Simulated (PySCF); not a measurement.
Mo³²⁺ (molybdenum, charge +32): Hartree-Fock from Schrödinger to Dirac-Coulomb-Breit

Occupied: 1s1/2, 2s1/2, 2p1/2, 2p3/2. Hartree-Fock calculated with PySCF 2.14 in an even-tempered Gaussian basis (17 s from 4 bohr⁻², ratio 2.7; 12 p from 4.8 bohr⁻², ratio 2.7), Gaussian nucleus throughout. NR is non-relativistic, sf-X2C the spin-free one-electron X2C Hamiltonian, X2C adds the bare one-electron spin-orbit term, X2C-SNSO screens it by Boettger's factors, DC is four-component Dirac-Coulomb, and the Gaunt and Breit terms are added at first order (total energies over the DC spinors, levels after relaxing the spinors in that mean field). QED terms are absent. Levels marked empty are virtual spinors of this ion.

```tsv
level (eV)	NR	sf-X2C	X2C	X2C-SNSO
1s1/2	-21402.6	-21902.4	-21901.6	-21901.7
2s1/2	-4458.1	-4591.1	-4590.9	-4590.9
2p1/2	-4251.8	-4294.8	-4375.4	-4371.4
2p3/2	-4251.8	-4294.8	-4257.3	-4259.0
3s1/2 (empty)	-1749.6	-1788.9	-1788.9	-1788.9
3p1/2 (empty)	-1684.2	-1700.9	-1720.5	-1719.5
3p3/2 (empty)	-1684.2	-1700.9	-1691.7	-1692.1
```

Task: Where do the four-component calculations put these levels?

Result: 1s1/2: DC -21916.0, DC+Gaunt -21878.6, DC+Breit -21880.9; 2s1/2: DC -4592.5, DC+Gaunt -4589.0, DC+Breit -4589.2; 2p1/2: DC -4372.0, DC+Gaunt -4365.7, DC+Breit -4366.4; 2p3/2: DC -4260.2, DC+Gaunt -4255.7, DC+Breit -4256.4; 3s1/2 (empty): DC -1789.3, DC+Gaunt -1788.4, DC+Breit -1788.5; 3p1/2 (empty): DC -1719.7, DC+Gaunt -1718.1, DC+Breit -1718.4; 3p3/2 (empty): DC -1692.3, DC+Gaunt -1691.3, DC+Breit -1691.5 (eV).

| Hamiltonian | E (hartree) | E − E(DC) (hartree) | CPU seconds |
| --- | --- | --- | --- |
| NR | -3175.1238 | 66.3271 | 0.34 |
| sf-X2C | -3240.2804 | 1.1705 | 0.19 |
| X2C | -3240.7303 | 0.7206 | 0.24 |
| X2C-SNSO | -3240.6876 | 0.7633 | 0.24 |
| DC | -3241.4509 | 0.0000 | 11 |
| DC+Gaunt | -3239.1845 | 2.2664 | 19 |
| DC+Breit | -3239.3809 | 2.0700 | 56 |

Weight of the small component: 1s1/2 0.0235, 2s1/2 0.00503, 2p1/2 0.00497, 2p3/2 0.00482, 3s1/2 0.00186, 3p1/2 0.00182, 3p3/2 0.00179.

Koopmans' value for the highest occupied level at DC+Breit: 4256.4 eV, against an ionisation energy of 4259 ± 2.4 eV (semi-empirical (NIST evaluation); NIST Atomic Spectra Database, ionization energies); the former lacks relaxation, correlation, QED and recoil.

The whole ladder took 90 s of wall time on 1 thread of Neoverse-N1 (shared host), launched as `OMP_NUM_THREADS=1 python relrun2.py TASK.json OUT` (a driver that calls PySCF for each Hamiltonian).
